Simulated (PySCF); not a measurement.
1-chloro-1-fluorocyclobutane (C₄H₆ClF), SMILES FC1(Cl)CCC1. The structure is a stationary point at PBE-D3(BJ)/def2-SVP.

The numbers are results of PySCF with PBE-D3(BJ)/def2-SVP, not measurements.

Harmonic wavenumbers (cm⁻¹): 131, 274, 319, 379, 431, 545, 636, 758, 762, 882, 923, 962, 990, 1081, 1089, 1147, 1156, 1196, 1199, 1230, 1260, 1378, 1395, 1422, 3007, 3011, 3021, 3080, 3088, 3093. Rotational constants (GHz): 3.956, 2.569, 2.074; symmetry number 1.

Work out the zero-point energy and the ideal-gas rigid-rotor harmonic-oscillator thermochemistry at 298.15 K and 1 atm.

ZPE = ½ Σ hcν = ½ × 39846 cm⁻¹ = 238.33 kJ/mol. H − E(el) = 256.18 kJ/mol. Entropy in J/(mol K): translation 167.20, rotation 113.49, vibration 42.15, total 322.84. G − E(el) = 159.92 kJ/mol. Cp = 98.94 J/(mol K). Modes under 150 cm⁻¹ make the vibrational entropy uncertain.
